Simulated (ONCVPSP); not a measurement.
Xe: one change to an ONCV potential, before and after

xenon, optimised norm-conserving Vanderbilt (ONCV), made with ONCVPSP 4.0.1 (PBE, scalar-relativistic). Core [Kr], reference 4d10 5s2 5p6. Waves: 5s: rc 1.45 bohr, ncon 4, nbas 7, qcut 4.4 1/bohr, 1 projector; 5p: rc 1.75 bohr, ncon 5, nbas 8, qcut 3.9 1/bohr, 2 projectors, debl 0.4 Ha; 4d: rc 1.30 bohr, ncon 4, nbas 8, qcut 10.4 1/bohr, 1 projector. Local part: polynomial inside 1.25 bohr (lpopt 5, dvloc0 0 Ha). Core correction: Teter function, fcfact 2.5, rcfact 1.55.

All-electron outer shells of the reference configuration (PBE, scalar-relativistic, ld1.x):

| shell | level (eV) | outermost node (bohr) | outermost maximum (bohr) |
| --- | --- | --- | --- |
| 4s | -197.46 | 0.36 | 0.66 |
| 4p | -141.27 | 0.36 | 0.69 |
| 4d | -59.38 | 0.34 | 0.75 |
| 5s | -19.74 | 0.85 | 1.63 |
| 5p | -8.23 | 0.92 | 1.91 |

Change: p: debl 2.15.

Cutoffs: the cutoffs (Ha) at which the residual kinetic energy of the hardest occupied pseudo-wave falls to 1 and 0.1 mHa per electron; they do not see the model core or the augmentation charge, which bear on the density cutoff. Errors are all-electron minus pseudo energies relative to the spin-unpolarised reference configuration.

Predict the effect on cutoff, ghosts and configuration errors.

The potential gets neither clearly harder nor softer (49 Ha and 62 Ha → 49 Ha and 62 Ha); the bound ghosts move from p, s to s; of the 4 tests that both files solve, the error grows in 1 and shrinks in 2 by more than 15 % and 0.3 meV (median size 5.8 → 4.5 meV); the range in which the p phases agree narrows (upper end at the end of the scan → 2.6).

```csv
quantity,base,changed
"cutoff, loose",49 Ha,49 Ha
"cutoff, tight",62 Ha,62 Ha
bound ghosts,"s, p",s
GHOST(+) flags under 300 eV,none,p at 71.4 eV
"error for 4d10 5s2 5p5, meV [ΔE 12.54 eV]",-3.5,-3.0
"error for 4d10 5s2 5p4, meV [ΔE 34.29 eV]",-8.1,-5.5
"error for 4d10 5s2 5p3, meV [ΔE 66.01 eV]",-9.6,-3.5
"error for 4d10 5s2 5p2, meV [ΔE 108.33 eV]",0.0,+9.9
s: phases at 1.47 bohr within 0.05 rad from the reference energy up to (Ha; the scan ends near 5),2.0,2.0
p: phases at 1.77 bohr within 0.05 rad from the reference energy up to (Ha; the scan ends near 5),to the end of the scan,2.6
d: phases at 1.32 bohr within 0.05 rad from the reference energy up to (Ha; the scan ends near 5),1.9,1.9
"rms error of d²Exc/dni dnj with the model core, mHa",1.40,1.40
```

 A true bound ghost makes a file unfit for plane-wave use even where its test errors are small: the radial tests pick states by their node count and pass the ghost by.
